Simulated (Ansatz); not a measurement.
A made-up structure of CH$_{2}$STe, singlet:

C1  (-0.276, 0.241, -0.159)
S2  (-0.342, -1.147, 0.945)
Te3  (1.762, -0.380, 0.099)
H4  (-0.490, 1.211, 0.276)
H5  (3.399, 0.041, 0.071)
(Å)

It is relaxed with PBE-D4/def2-SVP and then PBE0-D4/def2-TZVP (Ansatz 0.2.0). Atoms count as bonded within 1.22 times the sum of their covalent radii (H–H: 0.88 Å). The end point is not checked to be a true minimum.

(1) Does its bonding change? (Judge from chemistry; the calculation decides.)

Results:

(1) The calculation gives: Yes. Formed: none; broken: S2–Te3.

Where it ends: The first stage lowers the energy by 4.60 eV in 13 steps. It ends as CH₂STe ([S][CH][TeH]):
```xyz
5
angstrom
C 0.1783 -0.0387 0.3742
S -1.1247 -0.9198 0.7011
Te 2.0841 -0.8078 0.0562
H 0.1447 1.0483 0.2963
H 2.7711 0.6838 -0.1960
```

Labels in which every atom is bracketed show which atoms are joined, not bond orders.

For scale, one of the runs: PBE0-D4/def2-TZVP relaxation, 130 basis functions, launched by `ansatz run in.yaml --threads 2 --pin off --events-out ev --progress --plain --max-ram 4352MiB`. Hardware: 2 CPU threads of an Arm Neoverse V2, shared host. Wall time about 17 s.
